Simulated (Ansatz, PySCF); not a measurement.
System: C4H8N (charge 0, doublet). It need not be the lowest isomer of its formula. 
Coordinates optimised at B3LYP-D3(BJ)/def2-TZVP (Ansatz, a first-principles code):
```xyz
13

C     -1.5536     0.1847     0.2026
C     -0.5617    -0.9015     0.4754
C      0.6335    -0.0195     0.2835
C     -0.3508     1.1083    -0.1584
N      1.5926    -0.4509    -0.7363
H     -2.1346     0.5148     1.0720
H     -2.2673    -0.0037    -0.6064
H     -0.6602    -1.9509     0.7207
H      1.1252     0.2287     1.2400
H     -0.2828     2.0423     0.3981
H     -0.2677     1.3085    -1.2248
H      1.9355    -1.3807    -0.5196
H      2.3995     0.1650    -0.7441
```
Charge 0, spin multiplicity 2.

Total electronic energies in hartree. Cores are frozen in the correlated levels unless marked. Open shells are spin-unrestricted. Spin-orbit coupling is left out. Non-relativistic. Basis-set limits of correlation are two-point, X^-3; Hartree-Fock from the larger set. The bracket is a focal-point correction in the basis named.

```csv
level,program,energy (Eh)
HF/cc-pVTZ,Ansatz,-210.56572
r2SCAN-D3(BJ)/def2-TZVPD,Ansatz + dftd3,-211.84725
TPSSh-D4/def2-TZVPD,PySCF + dftd4,-212.00079
TPSSh/def2-TZVPD,PySCF,-211.98987
r2SCANh/def2-TZVPD,Ansatz,-211.83690
CAM-B3LYP-D3(BJ)/def2-TZVPD,Ansatz + dftd3,-211.86155
CAM-B3LYP-D4/def2-TZVPD,Ansatz + dftd4,-211.86208
SCS-MP2/cc-pVDZ,Ansatz,-211.19976
"RI-MP2/CBS(cc-pVTZ,cc-pVQZ)+[CCSD(T)-MP2]/cc-pVTZ",Ansatz,-211.6213
```

Totals of different functionals don't rank their quality; only differences between species are comparable.
